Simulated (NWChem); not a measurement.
# Ionisation of Cl₂Ge (+1)

```xyz
3

Ge     0.0000     0.0000    -0.5478
Cl    -1.8385     0.0000     0.5155
Cl     1.8385     0.0000     0.5155
```
Charge +1, spin multiplicity 2.

The numbers come from NWChem runs, not from measurements. Structure: optimised with UPBE/def2-SVP, a minimum by its harmonic frequencies.

Basis set: def2-SVPD. The species with one electron less has spin multiplicity 1 and keeps the geometry of the parent. Δ marks differences of total energies (open shells unrestricted). −ε marks an orbital energy of the parent. That orbital need not have the symmetry of the hole or added electron in the Δ rows. That singlet is a closed-shell solution.

The Hamiltonian is non-relativistic. B3LYP has NWChem's definition, with VWN1-RPA local correlation. The spin multiplicity of the parent species was assumed, not shown to be that of its ground state. The structure started from a generated list of species. The unpaired electrons of the parent sit in orbitals of symmetry a1 (C2v labels of the run); other states weren't searched. The stability of the SCF solutions was not checked. Open-shell Hartree-Fock references start from PBE0 orbitals.

One of these methods gave a first vertical ionisation energy of 14.64 eV. Which?
(A) ΔB3LYP
(B) −ε(alpha HOMO) of HF
(C) −ε(alpha HOMO) of B3LYP
(D) −ε(alpha HOMO) of PBE

C, −ε(alpha HOMO) of B3LYP. The others give 13.68 (−ε(alpha HOMO) of PBE), 17.91 (−ε(alpha HOMO) of HF), 17.20 (ΔB3LYP).
